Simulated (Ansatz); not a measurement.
Species: F₃Ga, SMILES `[F][Ga]([F])[F]` (charge 0, multiplicity 1), formula F3Ga.

Problem. How many basis functions does Ansatz (a quantum-chemistry and plane-wave program) with frozen-core CCSD(T)/cc-pVTZ // r2SCAN-D4/def2-TZVP use, how many core orbitals are frozen, and how many electrons are correlated?

Solution. 133 basis functions and 12 frozen orbitals, which leaves 34 correlated electrons (filled d shells below the valence shell are correlated). Core time is of the order of minutes.
